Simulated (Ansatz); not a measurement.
Z-matrix (Å, degrees):
```
S
Sn 1 2.203
```

Total charge 0; spin multiplicity 1. Sn: def2 effective core potential.

List the PBE/def2-TZVPP orbital energies in eV (the Gaussian-basis code of Ansatz). (Estimate.)

Ansatz gave: Occupied: -2395.21, -208.12, -154.17, -154.17, -154.17, -133.63, -89.63, -89.63, -89.36, -26.04, -26.04, -25.94, -25.83, -25.83, -16.51, -10.73, -6.39, -6.34, -6.34. Lowest empty: -3.13, -3.13, -0.24, 2.19, 2.19, 2.97, 3.27, 3.73.
